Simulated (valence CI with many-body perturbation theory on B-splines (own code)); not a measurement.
# Sc XVII in brief

Computed by configuration interaction combined with many-body perturbation theory (CI+MBPT): three valence electrons over a frozen Dirac-Fock core [He], radial functions for each j: 11 s, 11 p, 9 d, 7 f, 5 g, 2 h, 1 i, with the one-electron correlation potential Σ1 (screened to all orders), the two-electron term Σ2, the three-electron term Σ3, Breit, model QED; selected single and double excitations, second order for the rest (own B-spline code, finite nucleus).

No measured levels were compared; by estimate levels of excited configurations hold to 0.05 to 0.15 % of their energy, terms of the ground configuration to about 0.5 %.

Names give the largest LS component (configuration and term), which can be under half, so a name can repeat, a term be missing and a line seem to break the LS rules; names also repeat where a configuration has a term twice.

Rates and lifetimes use the calculated energies. Strong lines usually hold to 10 to 20 %, long lifetimes can be off by a factor of two.

Q: What is the ground level?

A: 2s²2p ²P°_1/2, composition 97 % 2s²2p ²P° + 3 % 2p³ ²P°, g = 0.663.

Q: What is the ionisation energy?

A: 1093.6 eV; NIST lists 1093.5 ± 0.4 eV (semi-empirical).

Q: Among levels below 729.20 eV, which E1 lines absorb most strongly from the ground level?

A: to 2s²3d ²D_3/2 at 1.916 nm, f = 0.659; to 2s2p3p ²D_3/2 at 1.841 nm, f = 0.150; to 2s2p3p ²P_1/2 at 1.862 nm, f = 0.0975.

Q: How well does LS coupling describe the low levels?

A: Among the lowest 20 levels the leading LS term, summed over configurations, holds 95 % on average. For single configurations the figures are 93 % in LS and 77 % in jj coupling. Terms mix most in the J = 1/2 level at 78.45 eV, where the leading one holds 59 %.

Q: How is the term ²P° of the ground level split?

A: J = 1/2 at 0.00, J = 3/2 at 5.66 eV.
